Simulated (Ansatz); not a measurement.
Two members of one family (Series GaX3), computed with Ansatz in the gas phase. The two geometries come from different levels. Binding counts from free atoms in the multiplicity of their measured ground term, without zero-point energy. A dash marks a value that wasn't run or was left out as unsound. The structures are stationary points that may keep the symmetry of their start. Remarks come from the PBE and PBE0 runs and from stability tests at other levels; not every state was tested. HOMO above LUMO (over both spins in singlets and doublets, within one spin in higher multiplets; at PBE or PBE0), or a gap under 0.15 eV within one spin, warns that the state may not be the lowest or that an electron is smeared out.

First: GaF3 (singlet, charge 0, PBE-D4/def2-TZVP geometry).

```xyz
4

Ga    0.000    0.000    0.000
F     0.868    0.621    1.382
F    -1.687   -0.422    0.148
F     0.819   -0.199   -1.529
```

```tsv
level	HOMO (eV)	LUMO (eV)	gap (eV)	vertical IE (eV)	binding per atom (eV)
PBE-D4/def2-SVP	-9.24	-3.40	5.84	–	3.77
PBE-D4/def2-TZVP	-9.63	-3.58	6.05	13.43	3.73
r2SCAN-D4/def2-TZVP	-10.14	-3.26	6.88	13.76	3.66
PBE0-D4/def2-SVP	-11.46	-2.45	9.01	–	3.56
PBE0-D4/def2-TZVP	-11.74	-2.56	9.18	14.31	3.55
```

Remarks: gap within one spin near zero at PBE or PBE0 (+1 doublet).

Second: GaH3 (singlet, charge 0, r2SCAN-D4/def2-TZVP geometry).

Cartesian coordinates in Å:
```
Ga 0.000 0.000 -0.001
H -0.664 -1.384 -0.292
H 1.388 0.066 0.714
H -0.724 1.318 -0.421
```

Task: Estimate how these quantities change from the first to the second (second minus first).

Result: 
| level | Δ HOMO (eV) | Δ LUMO (eV) | Δ gap (eV) | Δ vertical IE (eV) | Δ binding per atom (eV) |
| --- | --- | --- | --- | --- | --- |
| PBE-D4/def2-SVP | 1.93 | 0.76 | -1.16 | – | -1.71 |
| PBE-D4/def2-TZVP | 2.28 | 0.93 | -1.35 | – | -1.67 |
| r2SCAN-D4/def2-TZVP | 2.46 | 0.96 | -1.50 | -2.67 | -1.52 |
| PBE0-D4/def2-SVP | 2.88 | 0.64 | -2.24 | – | -1.47 |
| PBE0-D4/def2-TZVP | 3.14 | 0.75 | -2.39 | -3.15 | -1.46 |

Remarks: gap within one spin near zero at PBE or PBE0 (+1 doublet), HOMO above LUMO (+1 doublet).
